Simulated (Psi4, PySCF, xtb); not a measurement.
Conformational energy of C6H8BN, SMILES c1(ccccc1N)B. Scanned: dihedral C2–C7–N8–H15; all other coordinates were relaxed at GFN2-xTB. Heavy atoms are numbered in the order of the SMILES Bc1ccccc1N, hydrogens after them in the order of the atoms that carry them; the mirror image has the same energies with the sign of each dihedral reversed.

Methods: GFN1-xTB // GFN2-xTB (xtb); RHF/3-21G = restricted Hartree-Fock/3-21G // GFN2-xTB (PySCF); RMP2/6-31G* = restricted MP2 (frozen core)/6-31G*, spherical d // GFN2-xTB (PySCF); PBE-D3(BJ)/def2-SVP // GFN2-xTB (Psi4).

Energies relative to the lowest point of each profile, in kJ/mol; the last columns give the difference from PBE-D3(BJ):

| φ / ° | GFN1-xTB | RHF/3-21G | RMP2/6-31G* | PBE-D3(BJ)/def2-SVP | GFN1-xTB − PBE-D3(BJ)/def2-SVP | RHF/3-21G − PBE-D3(BJ)/def2-SVP | RMP2/6-31G* − PBE-D3(BJ)/def2-SVP |
|---|---|---|---|---|---|---|---|
| -160 | 0.1 | 6.2 | 0.0 | 0.8 | -0.7 | 5.4 | -0.8 |
| -140 | 3.8 | 13.6 | 1.3 | 5.0 | -1.2 | 8.6 | -3.7 |
| -120 | 11.9 | 23.2 | 7.5 | 15.0 | -3.1 | 8.2 | -7.6 |
| -100 | 22.1 | 32.7 | 15.7 | 28.6 | -6.5 | 4.1 | -12.9 |
| -80 | 22.2 | 37.8 | 20.9 | 35.3 | -13.2 | 2.5 | -14.4 |
| -60 | 11.6 | 26.7 | 10.5 | 20.5 | -8.9 | 6.2 | -10.0 |
| -40 | 3.5 | 15.7 | 2.8 | 8.3 | -4.8 | 7.4 | -5.5 |
| -20 | 0.0 | 6.5 | 0.2 | 1.2 | -1.2 | 5.3 | -1.0 |
| 0 | 0.6 | 0.0 | 3.2 | 0.0 | 0.6 | 0.0 | 3.2 |
| 20 | 0.0 | 6.4 | 0.2 | 1.2 | -1.2 | 5.2 | -1.0 |
| 40 | 3.5 | 15.7 | 2.8 | 8.3 | -4.8 | 7.4 | -5.5 |
| 60 | 11.6 | 26.7 | 10.5 | 20.5 | -8.9 | 6.2 | -10.0 |
| 80 | 22.2 | 37.8 | 20.9 | 35.3 | -13.2 | 2.5 | -14.4 |
| 100 | 22.1 | 32.7 | 15.7 | 28.6 | -6.5 | 4.1 | -12.9 |
| 120 | 11.9 | 23.2 | 7.5 | 15.0 | -3.1 | 8.2 | -7.6 |
| 140 | 3.8 | 13.6 | 1.3 | 5.0 | -1.2 | 8.6 | -3.7 |
| 160 | 0.1 | 6.2 | 0.0 | 0.8 | -0.7 | 5.4 | -0.8 |
| 180 | 0.6 | 0.0 | 3.2 | 0.0 | 0.6 | 0.0 | 3.2 |

GFN1-xTB is furthest from PBE-D3(BJ)/def2-SVP at -80 (-13.2 kJ/mol, below); its mean absolute difference over the points is 4.5 kJ/mol.

RHF/3-21G is furthest from PBE-D3(BJ)/def2-SVP at 140 (8.6 kJ/mol, above); its mean absolute difference over the points is 5.3 kJ/mol.

RMP2/6-31G* is furthest from PBE-D3(BJ)/def2-SVP at -80 (-14.4 kJ/mol, below); its mean absolute difference over the points is 6.6 kJ/mol.
